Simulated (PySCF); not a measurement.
Isomers of C9H13P.

All values: PBE0/pcSseg-1 (PySCF) at GFN2-xTB geometries, gas phase, one conformer each.

Problem. Rank by HOMO energy, highest first.
A. `[CH2:1]=[P:2]([CH3:3])([CH3:4])[c:5]1[cH:6][cH:7][cH:8][cH:9][cH:10]1` with C1–P2–C5–C6 -39°
B. `[CH2:1]=[CH:2][p:3]1[cH:4][cH:5][cH:6][c:7]1[CH:8]([CH3:9])[CH3:10]` with C1–C2–P3–C4 135°, C6–C7–C8–C9 26°
C. `[CH2:1]=[CH:2][c:3]1[c:4]([CH3:5])[c:6]([CH3:7])[cH:8][p:9]1[CH3:10]` with C1–C2–C3–C4 -167°
D. `[CH2:1]=[CH:2][c:3]1[c:4]([CH2:5][CH3:6])[cH:7][pH:8][c:9]1[CH3:10]` with C1–C2–C3–C4 44°, C3–C4–C5–C6 -106°
E. `CC(C)(C)C1=CC=CP=C1`
F. `[CH3:1][c:2]1[cH:3][c:4]([CH:5]([CH3:6])[CH3:7])[cH:8][cH:9][p:10]1` with C3–C4–C5–C6 -117°

Solution. A (-5.18 eV), C (-5.93 eV), D (-6.15 eV), B (-6.42 eV), F (-6.71 eV), E (-6.98 eV).

Problem. Rank by the lowest IAO charge on any atom, lowest value first.
A. `[CH3:1][c:2]1[cH:3][c:4]([CH:5]([CH3:6])[CH3:7])[cH:8][cH:9][p:10]1` with C3–C4–C5–C6 -117°
B. `[CH2:1]=[CH:2][c:3]1[c:4]([CH3:5])[c:6]([CH3:7])[cH:8][p:9]1[CH3:10]` with C1–C2–C3–C4 -167°
C. `[CH2:1]=[P:2]([CH3:3])([CH3:4])[c:5]1[cH:6][cH:7][cH:8][cH:9][cH:10]1` with C1–P2–C5–C6 -39°
D. `[CH3:1][CH2:2][P:3]([CH3:4])[c:5]1[cH:6][cH:7][cH:8][cH:9][cH:10]1` with C1–C2–P3–C4 171°, C2–P3–C5–C6 52°

Solution. C (-0.926 e), D (-0.606 e), B (-0.590 e), A (-0.421 e).

Problem. Rank by the highest Hirshfeld charge on any atom, lowest value first.
A. `CC(C)(C)C1=CC=CC=P1`
B. `[CH2:1]=[CH:2][p:3]1[cH:4][cH:5][cH:6][c:7]1[CH:8]([CH3:9])[CH3:10]` with C1–C2–P3–C4 135°, C6–C7–C8–C9 26°
C. `[CH2:1]=[CH:2][c:3]1[c:4]([CH2:5][CH3:6])[cH:7][pH:8][c:9]1[CH3:10]` with C1–C2–C3–C4 44°, C3–C4–C5–C6 -106°
D. `[CH2:1]=[CH:2][c:3]1[cH:4][p:5]([CH3:6])[c:7]([CH3:8])[c:9]1[CH3:10]` with C1–C2–C3–C4 25°
E. `[CH2:1]=[P:2]([CH3:3])([CH3:4])[c:5]1[cH:6][cH:7][cH:8][cH:9][cH:10]1` with C1–P2–C5–C6 -39°
F. `[CH2:1]=[CH:2][C@H:3]1[CH:4]=[CH:5][P@:6](=[CH2:7])([CH3:8])[CH:9]=[CH:10]1` with C1–C2–C3–C4 119°, C2–C3–C4–C5 94°, C4–C5–P6–C7 -97°, C5–P6–C9–C10 -24°, C2–C3–C10–C9 -90°

Solution. A (+0.095 e), C (+0.116 e), D (+0.151 e), B (+0.164 e), F (+0.357 e), E (+0.376 e).

All values together:

```tsv
SMILES	μ (D)	HOMO (eV)	LUMO (eV)	lowest IAO charge (e)	highest IAO charge (e)	lowest Hirshfeld charge (e)	highest Hirshfeld charge (e)
C=Cc1c(C)c(C)cp1C	1.75	-5.93	-1.33	-0.590 (C)	+0.534 (P)	-0.159 (C)	+0.159 (P)
C=Cp1cccc1C(C)C	1.08	-6.42	-1.09	-0.415 (C)	+0.529 (P)	-0.120 (C)	+0.164 (P)
CC(C)(C)c1cccpc1	2.12	-6.98	-1.38	-0.416 (C)	+0.367 (P)	-0.118 (C)	+0.078 (P)
CCP(C)c1ccccc1	1.29	-6.62	-0.59	-0.606 (C)	+0.485 (P)	-0.168 (C)	+0.154 (P)
C=Cc1c(CC)c[pH]c1C	1.04	-6.15	-1.19	-0.426 (C)	+0.400 (P)	-0.127 (C)	+0.116 (P)
Cc1cc(C(C)C)ccp1	2.16	-6.71	-1.21	-0.421 (C)	+0.324 (P)	-0.122 (C)	+0.063 (P)
C=Cc1c(C)[pH]c(C)c1C	0.95	-5.88	-1.04	-0.430 (C)	+0.381 (P)	-0.123 (C)	+0.112 (P)
C=P(C)(C)c1ccccc1	3.09	-5.18	-0.75	-0.926 (C)	+1.188 (P)	-0.325 (C)	+0.376 (P)
CCCPc1ccccc1	1.37	-6.60	-0.43	-0.420 (C)	+0.349 (P)	-0.116 (C)	+0.111 (P)
CC(C)(C)c1ccccp1	1.50	-6.96	-1.32	-0.420 (C)	+0.331 (P)	-0.126 (C)	+0.095 (P)
C=Cc1cp(C)c(C)c1C	1.32	-6.04	-1.32	-0.593 (C)	+0.539 (P)	-0.158 (C)	+0.151 (P)
C=C[C@H]1C=C[P@](=C)(C)C=C1	3.41	-5.14	-0.68	-0.916 (C)	+1.199 (P)	-0.335 (C)	+0.357 (P)
```

Conformers: `[CH2:1]=[CH:2][c:3]1[c:4]([CH3:5])[c:6]([CH3:7])[cH:8][p:9]1[CH3:10]` with C1–C2–C3–C4 -167°; `[CH2:1]=[CH:2][p:3]1[cH:4][cH:5][cH:6][c:7]1[CH:8]([CH3:9])[CH3:10]` with C1–C2–P3–C4 135°, C6–C7–C8–C9 26°; `[CH3:1][CH2:2][P:3]([CH3:4])[c:5]1[cH:6][cH:7][cH:8][cH:9][cH:10]1` with C1–C2–P3–C4 171°, C2–P3–C5–C6 52°; `[CH2:1]=[CH:2][c:3]1[c:4]([CH2:5][CH3:6])[cH:7][pH:8][c:9]1[CH3:10]` with C1–C2–C3–C4 44°, C3–C4–C5–C6 -106°; `[CH3:1][c:2]1[cH:3][c:4]([CH:5]([CH3:6])[CH3:7])[cH:8][cH:9][p:10]1` with C3–C4–C5–C6 -117°; `[CH2:1]=[CH:2][c:3]1[c:4]([CH3:5])[pH:6][c:7]([CH3:8])[c:9]1[CH3:10]` with C1–C2–C3–C4 -137°; `[CH2:1]=[P:2]([CH3:3])([CH3:4])[c:5]1[cH:6][cH:7][cH:8][cH:9][cH:10]1` with C1–P2–C5–C6 -39°; `[CH3:1][CH2:2][CH2:3][PH:4][c:5]1[cH:6][cH:7][cH:8][cH:9][cH:10]1` with C1–C2–C3–P4 -178°, C2–C3–P4–C5 -166°, C3–P4–C5–C6 -80°; `[CH2:1]=[CH:2][c:3]1[cH:4][p:5]([CH3:6])[c:7]([CH3:8])[c:9]1[CH3:10]` with C1–C2–C3–C4 25°; `[CH2:1]=[CH:2][C@H:3]1[CH:4]=[CH:5][P@:6](=[CH2:7])([CH3:8])[CH:9]=[CH:10]1` with C1–C2–C3–C4 119°, C2–C3–C4–C5 94°, C4–C5–P6–C7 -97°, C5–P6–C9–C10 -24°, C2–C3–C10–C9 -90°.
